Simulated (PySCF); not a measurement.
## Steps of a relaxation of OsH8

OsH8 (singlet; a saddle point, relaxed within its symmetry). PySCF 2.14.0, RKS TPSS, Os def2-SVP with ECP60, H def2-SVP; non-relativistic Hamiltonian with scalar-relativistic core potentials where named; density fitting; no spin-orbit coupling. Origin of the start: template. Columns: position (Å) and force (eV/Å). Energies are counted from the last step; some of the 6 steps are shown. Forces carry noise of the integration grid, about 0.01 to 0.03 eV/Å.

Run from Python with OMP_NUM_THREADS=2. Where DIIS fails, smearing, a level shift and second-order steps follow.
It took 86 s on 2 threads of Arm Neoverse V1, with other jobs on the host, from the converged density of the start.

```xyz
9
step 0  E = 3.007 eV
Os    0.0000    0.0000    0.0000     0.00    0.00   -0.07
H     1.5088    0.0000    0.9061    -0.40    0.00   -1.54
H     0.0000    1.5088    0.9061     0.00   -0.40   -1.54
H    -1.5088    0.0000    0.9061     0.40    0.00   -1.54
H     0.0000   -1.5088    0.9061     0.00    0.40   -1.54
H     1.0669    1.0669   -0.9061    -0.28   -0.28    1.56
H    -1.0669    1.0669   -0.9061     0.28   -0.28    1.56
H    -1.0669   -1.0669   -0.9061     0.28    0.28    1.56
H     1.0669   -1.0669   -0.9061    -0.28    0.28    1.56
```

```xyz
9
step 2  E = 0.592 eV
Os    0.0000    0.0000    0.0000     0.00    0.00   -0.07
H     1.5419    0.0000    0.6417     0.15    0.00   -0.70
H     0.0000    1.5419    0.6417     0.00    0.15   -0.70
H    -1.5419    0.0000    0.6417    -0.15    0.00   -0.70
H     0.0000   -1.5419    0.6417     0.00   -0.15   -0.70
H     1.0903    1.0903   -0.6417     0.10    0.10    0.71
H    -1.0903    1.0903   -0.6417    -0.10    0.10    0.71
H    -1.0903   -1.0903   -0.6417    -0.10   -0.10    0.71
H     1.0903   -1.0903   -0.6417     0.10   -0.10    0.71
```

```xyz
9
step 3  E = 0.068 eV
Os    0.0000    0.0000    0.0000     0.00    0.00   -0.01
H     1.5783    0.0000    0.5142     0.15    0.00   -0.21
H     0.0000    1.5783    0.5142     0.00    0.15   -0.21
H    -1.5783    0.0000    0.5142    -0.15    0.00   -0.21
H     0.0000   -1.5783    0.5142     0.00   -0.15   -0.21
H     1.1161    1.1160   -0.5142     0.11    0.11    0.22
H    -1.1160    1.1161   -0.5142    -0.11    0.11    0.22
H    -1.1161   -1.1160   -0.5142    -0.11   -0.11    0.22
H     1.1160   -1.1161   -0.5142     0.11   -0.11    0.22
```

Task: Where does the relaxation end?

Result: It converges at step 5 in D4d:
```xyz
9
step 5  E = 0
Os    0.0000    0.0000    0.0000
H     1.6057    0.0000    0.4533
H     0.0000    1.6057    0.4533
H    -1.6057    0.0000    0.4533
H     0.0000   -1.6057    0.4533
H     1.1354    1.1354   -0.4533
H    -1.1354    1.1354   -0.4533
H    -1.1354   -1.1354   -0.4533
H     1.1354   -1.1354   -0.4533
```

Task: How did the contacts change?

Result: 
```json
{"contact": "Os1–H2 (H)", "start (Å)": "1.760", "end (Å)": "1.669"}
{"contact": "Os1–H3 (H)", "start (Å)": "1.760", "end (Å)": "1.669"}
{"contact": "Os1–H4 (H)", "start (Å)": "1.760", "end (Å)": "1.669"}
{"contact": "Os1–H5 (H)", "start (Å)": "1.760", "end (Å)": "1.669"}
{"contact": "Os1–H6 (H)", "start (Å)": "1.760", "end (Å)": "1.669"}
{"contact": "Os1–H7 (H)", "start (Å)": "1.760", "end (Å)": "1.669"}
{"contact": "Os1–H8 (H)", "start (Å)": "1.760", "end (Å)": "1.669"}
{"contact": "Os1–H9 (H)", "start (Å)": "1.760", "end (Å)": "1.669"}
```
Short contacts between ligands at the end: H2···H6 1.53 Å, H2···H9 1.53 Å, H3···H6 1.53 Å, H3···H7 1.53 Å, H4···H7 1.53 Å, H4···H8 1.53 Å.
